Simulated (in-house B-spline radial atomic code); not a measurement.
The argon ion Ar³⁺: 1s1 2s2 2p6 3s2 3p4 (with a hole in an inner shell)

Computed with a radial B-spline atomic code at the basis-set limit: Dirac-Kohn-Sham PBE, spherical fractional occupations, Fermi nucleus of rms radius 3.4274 fm.

Effective charges: Z_r = [3n² - l(l+1)]/(2<r>) from the radius, Z_e = n√(-2ε) from the energy, and Slater's rules. Values are occupation-weighted means over j.

```tsv
shell	electrons	ε (eV)	<r> (bohr)	Z_r	Z_e	Slater
1s	1	-3361.5	0.0843	17.79	15.72	18.00
2s	2	-383.7	0.3956	15.17	10.62	14.70
2p	6	-323.02	0.3511	14.24	9.75	14.70
3s	2	-70.932	1.22	11.06	6.85	8.45
3p	4	-54.916	1.294	9.66	6.03	8.45
```

The least bound orbital is 3p3/2 at -54.81 eV, and it is also the most diffuse (<r> = 1.296 bohr). The part-filled 1s shell lies below the filled 3s shell in orbital energy.

Spin-orbit splittings of the orbital energies (j = l + 1/2 above j = l - 1/2 when positive): 2p 2.744 eV, 3p 0.3108 eV.

For the 1s electron the small component carries 0.423 % of the norm, the zero-frequency Breit interaction raises the level by 1.722 eV, self-energy by 1.193 eV, and vacuum polarisation lowers it by 0.08358 eV.

The density falls to 0.001 bohr⁻³ at 2.9 bohr; Σ<r²> = 12.501 bohr² gives, by the non-relativistic formula and without the paramagnetism of open shells, a Langevin diamagnetic susceptibility of -9.901×10⁻⁶ cm³/mol.
